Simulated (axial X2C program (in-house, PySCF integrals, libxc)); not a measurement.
**Ionising SeCl**

Calculated with an in-house all-electron X2C program for linear molecules (integrals from PySCF), spin-free (one-electron X2C) or two-component (2c: spin–orbit coupling with atomic mean-field Coulomb and Gaunt terms, which also bring small scalar terms), in Dyall basis sets with cores contracted in-house; open shells are unrestricted.

Basis sets: Cl dyall-av3z, Se dyall-cv3z.

```tsv
Hamiltonian	level	SeCl state	Re (Å)	ωe (cm⁻¹)	De (eV)
spin-free	PBE0	M_S = 1/2, Λ = 1	2.123	455.8	2.77
2c	PBE0	Ω = 3/2	2.126	452.9	2.83
```

Adiabatic ionisation energy (minimum to minimum, no zero-point term) and constants of SeCl⁺:

| Hamiltonian | level | SeCl⁺ state | IE (eV) | Re (Å) | ωe (cm⁻¹) | De (eV) | fragments |
| --- | --- | --- | --- | --- | --- | --- | --- |
| spin-free | PBE0 | M_S = 1, Λ = 0 | 9.13 | 2.030 | 535.3 | 3.27 | Se+ + Cl |
| 2c | PBE0 | Ω = 1 | 9.24 | 2.031 | 534.3 | 3.24 | Se+ + Cl |

Question: Add the zero-point terms to the ionisation energy at PBE0, 2c, and say whether the electron removed was bonding.

Answer: IE0 = IE + (ωe⁺ − ωe)/2 = 9.24 + (0.005) = 9.25 eV. Re changes by -0.095 Å, so the bond shortens, as on loss of an antibonding or a polarising non-bonding electron.

Question: Close the cycle De(SeCl⁺) + IE(SeCl) = De(SeCl) + IE(Se) to find the atomic ionisation energy at PBE0, 2c.

Answer: IE(Se) = 3.24 + 9.24 − 2.83 = 9.65 eV, for the determinants used.

Each entry is the lowest single determinant of a limited PBE0 search at one distance. De goes to single-determinant-based atoms at the same level (for ions the charge split of lowest energy) and is withheld (n/a) where an atom does not fit its ground term or J level. Main or longest-lived isotopes. One determinant is a doubtful description, or other states lie close, for SeCl⁺; these need not be ground states, and all values refer to the states named. Some open-shell Ω = 0 determinants are out of reach, so the Ω given for SeCl⁺ need not be the lowest component. With several unpaired electrons the Ω given is that of one determinant, not necessarily of the lowest component. Some light 2c atoms are not at their ground J level, so De misses part of their lowering (0.04 eV or less). The functionals have no current term, which raises determinants with orbital currents.
